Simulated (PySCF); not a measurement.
# Ge+ (germanium, charge +1): r2SCAN calculation

Configuration: [Ar] 3d10 4s1 4p1 5s1, high-spin 4P determinant (an excited configuration). Calculation: PySCF 2.14, in aug-cc-pVDZ-DK; scalar relativity by spin-free X2C-1e.

```
Total energy                                                  : -2097.752 hartree
One-electron energy                                           : -2903.057 hartree
Hartree (Coulomb) energy                                      : 885.050 hartree
Exchange-correlation energy                                   : -79.745 hartree
⟨S²⟩                                                          : 3.7512
⟨L²⟩                                                          : 2.157
Sum of ⟨r⟩                                                    : 23.42 bohr
Sum of ⟨r²⟩                                                   : 50.57 bohr²
Traceless quadrupole moment −½Σ⟨3z² − r²⟩ along its main axis : 0.342 e·bohr²
Langevin diamagnetic susceptibility                           : -40.0 ×10⁻⁶ cm³/mol
```

```tsv
shell	electrons	mean orbital energy (hartree)	spread (hartree)	rms radius, mean of both spins (bohr)
1s α	1	-404.13814	0	0.0542
1s β	1	-404.13322	0	0.0542
2s α	1	-51.43539	0	0.227
2s β	1	-51.43408	0	0.227
2p α	3	-44.96208	0.00306	0.203
2p β	3	-44.95900	0.00679	0.203
3s α	1	-6.96404	0	0.669
3s β	1	-6.95840	0	0.669
3p α	3	-4.95791	0.01758	0.701
3p β	3	-4.95111	0.02151	0.701
3d α	5	-1.68852	0.01618	0.821
3d β	5	-1.67305	0.02264	0.821
4s α	1	-0.94907	0	2.08
4p α	1	-0.60569	0	2.50
5s α	1	-0.24960	0	5.39
```

The outer electron is Rydberg-like, and this basis confines it to a smaller radius and binds it less than a complete one would.

Densities and radii are taken from the X2C orbitals without a picture-change correction, which distorts them close to the nucleus.
